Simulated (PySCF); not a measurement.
A structure optimised at r2SCAN-D4/def2-SVP, used in a PySCF frequency run:

```xyz
11

Cl    -1.9451    -0.7399     0.6610
Si    -0.3663    -0.2802    -0.6250
C      1.2660    -0.9537    -0.1375
C      2.0336     0.0969     0.2462
O      1.6066     1.3696     0.1889
C      0.2781     1.5005    -0.3723
H     -0.8867    -0.5561    -1.9903
H      1.6477    -1.9725    -0.0598
H      3.0562     0.0391     0.6383
H     -0.3171     2.1180     0.3182
H      0.3751     2.0535    -1.3226
```
Charge 0, spin multiplicity 1.

### Question
Write its SMILES and formula.

### Answer
Cl[Si@@H]1C=COC1, C₃H₅ClOSi

### Question
What are its rotational constants (standard atomic weights)?

### Answer
4.9570, 1.5299, 1.3719 GHz
